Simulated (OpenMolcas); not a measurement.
**Gd3+: effect of the metal basis and ligand basis**

Gd3+ with 6 ligands (bromide) in trigonal antiprismatic coordination (D3d) at 2.85 Å, a polar angle of 59.7° against the regular 54.74°. A charge of +0.5 e stands 3.2 Å behind each ligand.

| Quantity | Value |
| --- | --- |
| Program | OpenMolcas |
| Method | CASSCF |
| Spin-orbit coupling | RASSI with atomic mean-field integrals over the reference wave functions |

Fixed: active space 7 electrons in 7 orbitals (4f), DKH2 Hamiltonian.

States (labels of D3, the rotations of D3d). Energies in cm-1 above the lowest state or level, χT in cm3 K/mol.

| Run | Metal basis | Ligand basis | Ground state | χT at 300 K | Cost |
| --- | --- | --- | --- | --- | --- |
| A | ANO-RCC-VDZP | ANO-RCC-VDZP | 8A1 | 7.851 | roughly 2.4 core-minutes |
| B | ANO-RCC-VTZP | ANO-RCC-VTZP | 8A1 | 7.852 | roughly 11 core-minutes |

Costs are those of the RASSCF and RASSI steps.

No quartet enters the spin-orbit mixing, so the splitting and order within the octet and the sextets are unsound, and g values and χT are rough. No measured value stands beside these numbers; the geometry is a model, was not optimised and need not be the one that this ion takes.
